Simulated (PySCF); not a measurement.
## How methods differ on the ionisation energy of Cu

Cu [Ar] 3d10 4s1 (2S) → Cu+ [Ar] 3d10 (1S), as a difference of total energies. Calculation: PySCF 2.14, in def2-QZVPPD (11s6p5d4f2g, 100 functions); no relativity, point nucleus. Correlated levels: valence: [Ar] frozen. The calculations carry no spin-orbit coupling.

```tsv
method	ionisation energy (eV)
UHF	6.422
MP2 (valence)	7.425
SCS-MP2 (valence)	7.267
CCSD (valence)	7.303
CCSD(T) (valence)	7.454
```

Question: How much does correlation contribute at CCSD(T) (valence)?

Answer: 7.454 − (6.422) = 1.032 eV, measured against UHF.

These non-relativistic numbers lack the scalar-relativistic shift.

Errors of the correlated levels include the incompleteness of this basis and the frozen core.

For comparison: 7.726 eV (measured; NIST Atomic Spectra Database, ionization energies).
